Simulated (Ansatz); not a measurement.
System: ethylsilane, C₂H₈Si (charge 0, singlet). SMILES: CC[SiH3]
Geometry: optimised at B3LYP-D3(BJ)/def2-TZVP (Ansatz, a program for electronic structure).

Wanted: atomisation energy, in kcal/mol. Terms: open shells spin-unrestricted; six Cartesian d functions in 6-31G* and its kin unless marked 5d; spin-orbit terms left out; valence correlation only; non-relativistic; 6-311+G** with 5d, 6d on Na to Ar in Ansatz; LANL2DZ with its own core potentials from Na on; atomisation electronic, to ground-state atoms. Basis-set limits of correlation are two-point, X^-3; Hartree-Fock from the larger set. First-principles rows: single points at B3LYP-D3(BJ) geometries (Ansatz).

Coupled cluster (Ansatz) is a level with limits of its own, used here on species with T1 under 0.025 (0.045 for open shells) and stable references: CCSD(T)/CBS(aug-cc-pV(T+d)Z,aug-cc-pV(Q+d)Z).

Value to compare with, CCSD(T)/CBS(aug-cc-pV(T+d)Z,aug-cc-pV(Q+d)Z) (Ansatz): 919.9 kcal/mol.

```
level          program  atomisation energy (kcal/mol)  difference
-------------  -------  -----------------------------  ----------
MP2/STO-3G      Ansatz                         1008.6        88.7
MP2/3-21G       Ansatz                          780.9      -139.0
MP2/LANL2DZ     Ansatz                          781.9      -138.0
MP2/6-31G*      Ansatz                          830.1       -89.8
MP2/6-311+G**   Ansatz                          871.8       -48.1
```

Among the 5 habitual levels, MP2/3-21G lies farthest from CCSD(T)/CBS(aug-cc-pV(T+d)Z,aug-cc-pV(Q+d)Z) (Ansatz) (-139.0 kcal/mol) and MP2/6-311+G** nearest (-48.1); 1 of 5 lie above it, and their mean absolute difference is 100.7 kcal/mol, the median 89.8. One case shows no general order.

The sets are all those run for this method; left out are runs that failed, that the program found above a lower state of the same kind, or whose <S^2> lies over 0.5 above the pure value.
